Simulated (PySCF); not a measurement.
Working out the excitation energy of O⁺

O⁺ [He] 2s2 2p3 (4S) → O⁺ [He] 2s2 2p2 3s1 (4P). Calculation: PySCF 2.14, in aug-cc-pVTZ; no relativity, point nucleus. Frozen: 1s2. Energies in hartree (1 hartree = 27.21139 eV):

| part | O⁺ (lower) | O⁺ (upper) |
| --- | --- | --- |
| UHF | -74.370750 | -73.533208 |
| CCSD correlation | -0.113381 | -0.106909 |
| (T) | -0.001671 | -0.002259 |

Task: What does Hartree-Fock give?

Result: (-73.533208) − (-74.370750) = 0.837542 hartree = 22.791 eV.

Task: What do CCSD and CCSD(T) give?

Result: The CCSD correlation energies differ by 0.006472 hartree = 0.176 eV and the triples by -0.000588 hartree = -0.016 eV, so CCSD gives 22.967 eV and CCSD(T) 22.951 eV.

Measured between the centres of the two terms (NIST): 22.987 eV, so CCSD(T) (valence) is off by -0.036 eV.

What remains against the reference includes basis incompleteness, the frozen core and higher excitations.
